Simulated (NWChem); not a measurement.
# C₃H₅FO; SMILES O=C[C@@H](F)C

```xyz
10

C      1.3953     0.6738     0.1075
C     -0.0361     0.4347    -0.3044
F     -0.8650     1.4211     0.1780
C     -0.5747    -0.9015     0.1711
O      0.0555    -1.9214     0.1433
H      2.0114    -0.1736    -0.2239
H      1.4675     0.7495     1.2024
H      1.7801     1.6013    -0.3377
H     -0.1243     0.4320    -1.4093
H     -1.6335    -0.8528     0.5372
```
Atoms are numbered in this order, from 1.

Computed with NWChem. Pople sets run with spherical d functions. All runs use the structure optimised with PBE0/def2-SVP. B3LYP is NWChem's, with the RPA form of VWN correlation. Vzz is the largest principal value of the second derivative of the potential at the nucleus (NWChem prints the opposite sign); η is the asymmetry. Non-relativistic.

Question: Predict the results for B3LYP/6-31G*. Quantities: Vzz O5 (a.u.); η O5.

Answer: The vzz O5 (a.u.) comes out as -1.915 and the η O5 comes out as 0.50.
